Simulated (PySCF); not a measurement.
C2H6MgSe. Atoms are numbered in the order given.

```xyz
10

Mg    -0.1049    -0.6625    -0.1836
C     -0.7376    -2.4100    -1.1760
C     -1.6147    -2.1929    -2.4211
H     -1.2751    -3.0402    -0.4430
H      0.1638    -2.9906    -1.4481
H     -1.0969    -1.6034    -3.1976
H     -2.5479    -1.6532    -2.1842
H     -1.9150    -3.1444    -2.8979
Se     0.6083     1.3947     0.9422
H      1.3616     0.5809     1.9214
```
Charge 0, spin multiplicity 1.

The structure is a stationary point at B3LYP-D3(BJ)/def2-SVP. The structure was generated by enumeration; whether it is a known compound was not checked. One conformer was computed; it need not be the lowest.

The numbers are results of B3LYP-D3(BJ)/def2-SVP (PySCF), not measurements.

Frequencies are harmonic and unscaled.

A small imaginary wavenumber (i) marks a very flat motion, where grid noise or a shallow saddle decides the sign.

Computed harmonic wavenumbers and intensities:
```
mode  ν (cm⁻¹)  IR (km/mol)  Raman (Å⁴/amu)  depolarisation  moving atoms (share of kinetic energy)
----  --------  -----------  --------------  --------------  --------------------------------------
1          23i          2.8             0.3            0.75                                  H 95 %
2           67          6.3             0.4            0.74        Mg 44 %, C 29 %, H 16 %, Se 11 %
3           98         11.2             0.2            0.75                         Mg 57 %, H 31 %
4          195         19.1             9.4            0.21        C 44 %, Mg 27 %, H 16 %, Se 14 %
5          228          7.0             0.6            0.75                  H 80 %, C 11 %, Mg 9 %
6          286         21.3            23.9            0.20        C 38 %, Mg 27 %, Se 21 %, H 14 %
7          474          0.8             0.6            0.35                                  H 93 %
8          552         51.8            12.4            0.13                 Mg 57 %, C 31 %, H 11 %
9          556         42.5             3.7            0.75                          H 80 %, C 17 %
10         912          5.1             1.1            0.75                                  H 93 %
11         946          7.3             9.9            0.26                          H 89 %, C 10 %
12        1007         12.9            17.3            0.64                          C 81 %, H 18 %
13        1170         24.8           107.7            0.18                          H 67 %, C 33 %
14        1241          3.8             0.9            0.75                          H 76 %, C 24 %
15        1395         12.4             9.1            0.69                          H 83 %, C 17 %
16        1432          0.2            14.3            0.70                           H 91 %, C 9 %
17        1471          1.3            16.4            0.74                                  H 96 %
18        1484          5.3            22.2            0.75                                  H 97 %
19        2384         20.6           143.4            0.31                                  H 99 %
20        2994         65.5           192.0            0.19                                  H 97 %
21        3004         26.2           153.5            0.11                                  H 95 %
22        3044          7.4           142.4            0.75                           H 91 %, C 9 %
23        3057         35.2           149.7            0.65                           H 91 %, C 9 %
24        3079         42.9            35.5            0.75                           H 91 %, C 9 %
```
